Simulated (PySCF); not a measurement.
# How good is the calculation?

Atoms are numbered as in `[CH3:1][c:2]1[cH:3][cH:4][cH:5][cH:6][cH:7]1`. Hydrogens are named by the atom that carries them.

Published estimates (parent shift plus substituent increments) and measurements: δ 13C C2 137.4; C3/C7 129.2; C4/C6 128.4; C5 125.6 ppm (estimated from measurements, as parent shift plus tabulated substituent increment; solution, CCl4; Levy, Lichter, Nelson pp. 111-112; Breitmaier, Voelter pp. 256-258, as tabulated by Wired Chemist).
δ 13C C2 138.9; C3/C7 129.9; C4/C6 129.2; C5 126.3; C1 21.5; δ 1H H(C1) 2.33 ppm (measured; solution, CD3CN, 298 K; Fulmer et al., Organometallics 2010, 29, 2176).
δ 1H H(C4)/H(C6) 7.26; H(C3)/H(C7) 7.18; H(C5) 7.17; H(C1) 2.34 ppm (measured; solution, not stated in the table (CDCl3 in this author's series); The use of chemical shift calculations in the conformational analysis of substituted benzenes, New J. Chem. 2019 (ESI)).
δ 13C C2 137.3; C3/C7 128.9; C4/C6 128.2; C5 125.3; C1 21.0; δ 1H H(C4)/H(C6) 7.25; H(C1) 2.30 ppm (measured; solution, DMSO-d6, 298 K; Fulmer et al., Organometallics 2010, 29, 2176).
δ 13C C3/C7 129.2; C4/C6 128.4; C5 125.5; δ 1H H(C4)/H(C6) 7.25; H(C3)/H(C7) 7.17; H(C5) 7.17 ppm (estimated from measurements, as parent shift plus tabulated substituent increment; solution, not stated per compound (mostly CDCl3 or CCl4); Pretsch, Buehlmann, Badertscher, Structure Determination of Organic Compounds, 4th ed. (2009)).
δ 13C C2 138.8; C3/C7 129.9; C4/C6 129.2; C5 126.3; C1 21.5; δ 1H H(C4)/H(C6) 7.16; H(C1) 2.32 ppm (measured; solution, CD3OD, 298 K; Fulmer et al., Organometallics 2010, 29, 2176).

- shielding tensors at PBE0/pcSseg-1 (GIAO)
- GFN2-xTB geometry
- code: PySCF 2.14.0 with density-fitted response routines
- one averaged value for each set of equivalent atoms, one computed conformer, non-relativistic, in vacuum

**Question.** What does the calculation give, and how does it compare?

**Answer.** 
Reference values: estimated from measurements, as parent shift plus tabulated substituent increment (solution, CCl4; Levy, Lichter, Nelson pp. 111-112; Breitmaier, Voelter pp. 256-258, as tabulated by Wired Chemist).
```json
{"atoms": "C2", "quantity": "δ 13C", "reference": "137.4", "computed": "143.4", "computed, scaled": "138.0"}
{"atoms": "C3/C7", "quantity": "δ 13C", "reference": "129.2", "computed": "134.3", "computed, scaled": "129.1"}
{"atoms": "C4/C6", "quantity": "δ 13C", "reference": "128.4", "computed": "134.0", "computed, scaled": "128.8"}
{"atoms": "C5", "quantity": "δ 13C", "reference": "125.6", "computed": "130.7", "computed, scaled": "125.7"}
```

Reference values: measured (solution, CD3CN, 298 K; Fulmer et al., Organometallics 2010, 29, 2176).
| atoms | quantity | reference | computed | computed, scaled |
| --- | --- | --- | --- | --- |
| C2 | δ 13C | 138.9 | 143.4 | 138.0 |
| C3/C7 | δ 13C | 129.9 | 134.3 | 129.1 |
| C4/C6 | δ 13C | 129.2 | 134.0 | 128.8 |
| C5 | δ 13C | 126.3 | 130.7 | 125.7 |
| C1 | δ 13C | 21.5 | 24.3 | 21.5 |
| H(C1) | δ 1H | 2.33 | 2.51 | 2.47 |

Reference values: measured (solution, not stated in the table (CDCl3 in this author's series); The use of chemical shift calculations in the conformational analysis of substituted benzenes, New J. Chem. 2019 (ESI)).
| atoms | quantity | reference | computed | computed, scaled |
| --- | --- | --- | --- | --- |
| H(C4)/H(C6) | δ 1H | 7.26 | 7.56 | 7.24 |
| H(C3)/H(C7) | δ 1H | 7.18 | 7.49 | 7.17 |
| H(C5) | δ 1H | 7.17 | 7.43 | 7.11 |
| H(C1) | δ 1H | 2.34 | 2.51 | 2.47 |

Reference values: measured (solution, DMSO-d6, 298 K; Fulmer et al., Organometallics 2010, 29, 2176).
| atoms | quantity | reference | computed | computed, scaled |
| --- | --- | --- | --- | --- |
| C2 | δ 13C | 137.3 | 143.4 | 138.0 |
| C3/C7 | δ 13C | 128.9 | 134.3 | 129.1 |
| C4/C6 | δ 13C | 128.2 | 134.0 | 128.8 |
| C5 | δ 13C | 125.3 | 130.7 | 125.7 |
| C1 | δ 13C | 21.0 | 24.3 | 21.5 |
| H(C4)/H(C6) | δ 1H | 7.25 | 7.56 | 7.24 |
| H(C1) | δ 1H | 2.30 | 2.51 | 2.47 |

Reference values: estimated from measurements, as parent shift plus tabulated substituent increment (solution, not stated per compound (mostly CDCl3 or CCl4); Pretsch, Buehlmann, Badertscher, Structure Determination of Organic Compounds, 4th ed. (2009)).
| atoms | quantity | reference | computed | computed, scaled |
| --- | --- | --- | --- | --- |
| C3/C7 | δ 13C | 129.2 | 134.3 | 129.1 |
| C4/C6 | δ 13C | 128.4 | 134.0 | 128.8 |
| C5 | δ 13C | 125.5 | 130.7 | 125.7 |
| H(C4)/H(C6) | δ 1H | 7.25 | 7.56 | 7.24 |
| H(C3)/H(C7) | δ 1H | 7.17 | 7.49 | 7.17 |
| H(C5) | δ 1H | 7.17 | 7.43 | 7.11 |

Reference values: measured (solution, CD3OD, 298 K; Fulmer et al., Organometallics 2010, 29, 2176).
```
      atoms  quantity  reference  computed  computed, scaled
         C2     δ 13C      138.8     143.4             138.0
      C3/C7     δ 13C      129.9     134.3             129.1
      C4/C6     δ 13C      129.2     134.0             128.8
         C5     δ 13C      126.3     130.7             125.7
         C1     δ 13C       21.5      24.3              21.5
H(C4)/H(C6)      δ 1H       7.16      7.56              7.24
      H(C1)      δ 1H       2.32      2.51              2.47
```

Computed shifts are σ(ref) − σ with the named reference compound (TMS for H and C) calculated as an isolated molecule at the same level. The measured values may be among those fitted. Shieldings were converted by linear fits to measured shifts (mostly CDCl3, TMS scale, for H and C): 1H (scatter 0.16 ppm rms, 0.17 ppm with the 2 outliers that the fit left out); 13C (scatter 2.1 ppm rms, 2.3 ppm with the 2 outliers that the fit left out). A few per cent of atoms miss by over 2 rms, more outside the fitted compound classes.

**Question.** How far are the unscaled 13C shifts from the references?

**Answer.** Mean signed difference +4.80 ppm, mean absolute 4.80 ppm over 22 comparisons; the largest is +6.1 ppm at C2 (substituted aromatic carbon).

**Question.** How far are the unscaled 1H shifts from the references?

**Answer.** Mean signed difference +0.27 ppm, mean absolute 0.27 ppm over 12 comparisons; the largest is +0.40 ppm at H(C4)/H(C6) (hydrogen on an aromatic CH).

34 of the 96 published NMR values on file for this molecule are compared. The rest: values from further sources, protons in aromatic solvents, values whose atom or origin is in doubt.
